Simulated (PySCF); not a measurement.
# Deuteron quadrupole couplings in `CN(C)[Si@@H](N)C(F)F`

Compound: C3H10F2N2Si.
Cartesian coordinates in Å at the GFN2-xTB level; atoms count from 1:
```
atom  x, y, z in Å
C1     1.862    0.923   -0.735
N2     0.843    0.323    0.089
C3     1.381   -0.693    0.966
Si4   -0.803    0.412   -0.376
N5    -1.339   -0.729   -1.545
C6    -1.896   -0.032    1.149
F7    -3.200    0.264    0.866
F8    -1.888   -1.365    1.440
H9     1.428    1.713   -1.340
H10    2.648    1.349   -0.106
H11    2.323    0.187   -1.405
H12    0.589   -1.127    1.568
H13    1.863   -1.496    0.398
H14    2.128   -0.247    1.629
H15   -1.053    1.828   -0.664
H16   -2.298   -1.038   -1.552
H17   -0.945   -0.760   -2.471
H18   -1.651    0.496    2.078
```

Level: PBE0/pcSseg-1 (PySCF, non-relativistic); Q(2H) = 0.00286 b; rigid geometry, the same for H and D, with no vibrational averaging.

**Question.** Rank these positions by the coupling χzz of a deuteron there, largest first.
A. H10 (methyl hydrogen)
B. H18 (methine hydrogen)
C. H12 (methyl hydrogen)
D. H16 (N–H hydrogen)
E. H11 (methyl hydrogen)
F. H15 (Si–H hydrogen)

**Answer.** D (286 kHz), C (208 kHz), A (202 kHz), E (198 kHz), B (188 kHz), F (105 kHz).

**Question.** Give the electric field gradient Vzz (the principal value of largest size), its asymmetry and the 2H coupling at each hydrogen.

**Answer.** 
```csv
atom,bonded to,bond length (Å),Vzz (au),η,χzz (kHz)
H9,C1,1.086,0.3124,0.07,210
H10,C1,1.093,0.3004,0.06,202
H11,C1,1.096,0.2943,0.05,198
H12,C3,1.085,0.3096,0.08,208
H13,C3,1.095,0.2961,0.06,199
H14,C3,1.094,0.2993,0.06,201
H15,Si4,1.467,0.1562,0.05,105
H16,N5,1.008,0.4257,0.18,286
H17,N5,1.007,0.4309,0.17,290
H18,C6,1.097,0.2794,0.06,188
```

**Question.** Average by the element that carries the hydrogen.

**Answer.** on C: 201 kHz over 7 positions, mean bond length 1.092 Å; on Si: 105 kHz over 1 position, mean bond length 1.467 Å; on N: 288 kHz over 2 positions, mean bond length 1.008 Å.

**Question.** How does χzz go with the bond length over the 7 C–H bonds?

**Answer.** A straight-line fit has a slope of -13.3 kHz for each 0.01 Å, with a correlation coefficient of -0.87, over lengths from 1.085 to 1.097 Å. The longer bonds have the smaller couplings here.

**Question.** A static deuteron (I = 1) shows a doublet split by (3/2)χ, (3/4)χ(1 + η) and (3/4)χ(1 − η) with the field along z, y and x of the gradient. What are these for H9?

**Answer.** With |χ| = 209.9 kHz and η = 0.074: 315, 169 and 146 kHz, to first order and without motion.

Isolated species at its GFN2-xTB geometry (one conformer only). GFN2-xTB bond lengths can be off by several hundredths of an ångström, more for odd bonds, and the gradients follow them. With so small a basis the couplings can be 20 % off.
